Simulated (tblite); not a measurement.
C4H5Cl2Se (doublet state).
SMILES with atom numbers: `[CH3:1][C:2](=[Se:3])[CH2:4][C:5]([Cl:6])[Cl:7]` (hydrogens: H8, H9, H10 on C1; H11, H12 on C4)
Bond orders are those of one Lewis drawing.

Computed with GFN2-xTB (tblite), gas phase: L-BFGS steps from a force-field or distance-geometry start until the largest atomic force falls under 0.01 eV/Å.

At the end of the run (lengths in Å): C5–Cl7 1.709, C4–H11 1.090, C5–Cl6 1.703, C2–C4 1.510, C1–H9 1.091, C1–C2 1.485, C1–H8 1.087, C2–C4–C5 103.2°, C1–C2–Se3 123.4°, C1–C2–C4 116.2°, C4–C5–Cl7 119.5°, C1–C2–C4–C5 -91°, C2–C4–C5–Cl6 -74°, H11–C4–C2–C1 28°, H11–C4–C5–Cl6 167°.

Question: These geometries were met on the way; a selection of coordinates is given. Order them by energy above the end point, lowest first.
A. C5–Cl7 1.730, C4–H11 1.077, C5–Cl6 1.716, C2–C4 1.535, C1–H9 1.084, C1–C2 1.480, C1–H8 1.100, C2–C4–C5 113.2°, C1–C2–Se3 116.7°, C1–C2–C4 119.8°, C4–C5–Cl7 115.0°, C1–C2–C4–C5 -63°, C2–C4–C5–Cl6 -59°, H11–C4–C2–C1 53°, H11–C4–C5–Cl6 -176°
B. C5–Cl7 1.715, C4–H11 1.090, C5–Cl6 1.710, C2–C4 1.508, C1–H9 1.090, C1–C2 1.485, C1–H8 1.090, C2–C4–C5 101.6°, C1–C2–Se3 123.3°, C1–C2–C4 117.4°, C4–C5–Cl7 117.7°, C1–C2–C4–C5 -77°, C2–C4–C5–Cl6 -66°, H11–C4–C2–C1 39°, H11–C4–C5–Cl6 173°
C. C5–Cl7 1.710, C4–H11 1.096, C5–Cl6 1.707, C2–C4 1.513, C1–H9 1.089, C1–C2 1.482, C1–H8 1.081, C2–C4–C5 112.8°, C1–C2–Se3 120.1°, C1–C2–C4 117.0°, C4–C5–Cl7 116.8°, C1–C2–C4–C5 -64°, C2–C4–C5–Cl6 -59°, H11–C4–C2–C1 54°, H11–C4–C5–Cl6 -179°
D. C5–Cl7 1.711, C4–H11 1.091, C5–Cl6 1.709, C2–C4 1.517, C1–H9 1.088, C1–C2 1.483, C1–H8 1.086, C2–C4–C5 109.8°, C1–C2–Se3 122.5°, C1–C2–C4 117.1°, C4–C5–Cl7 120.1°, C1–C2–C4–C5 -64°, C2–C4–C5–Cl6 -63°, H11–C4–C2–C1 57°, H11–C4–C5–Cl6 176°
E. C5–Cl7 1.754, C4–H11 1.134, C5–Cl6 1.743, C2–C4 1.471, C1–H9 1.126, C1–C2 1.508, C1–H8 1.109, C2–C4–C5 116.0°, C1–C2–Se3 112.2°, C1–C2–C4 123.4°, C4–C5–Cl7 115.8°, C1–C2–C4–C5 -59°, C2–C4–C5–Cl6 -61°, H11–C4–C2–C1 55°, H11–C4–C5–Cl6 -175°

Answer: B (0.053 eV), D (0.089 eV), C (0.148 eV), A (0.247 eV), E (0.480 eV).

```json
{"step": "35", "E above end (eV)": "0.053", "rms distance from the end, all atoms (Å)": "0.276", "largest force (eV/Å)": "0.166", "rms shift of all bonds from the end (Å)": "0.003"}
{"step": "21", "E above end (eV)": "0.089", "rms distance from the end, all atoms (Å)": "0.393", "largest force (eV/Å)": "0.154", "rms shift of all bonds from the end (Å)": "0.004"}
{"step": "5", "E above end (eV)": "0.148", "rms distance from the end, all atoms (Å)": "0.437", "largest force (eV/Å)": "0.320", "rms shift of all bonds from the end (Å)": "0.004"}
{"step": "2", "E above end (eV)": "0.247", "rms distance from the end, all atoms (Å)": "0.443", "largest force (eV/Å)": "0.699", "rms shift of all bonds from the end (Å)": "0.014"}
{"step": "0", "E above end (eV)": "0.480", "rms distance from the end, all atoms (Å)": "0.448", "largest force (eV/Å)": "2.122", "rms shift of all bonds from the end (Å)": "0.031"}
```

Rows stand in the order of the answer.
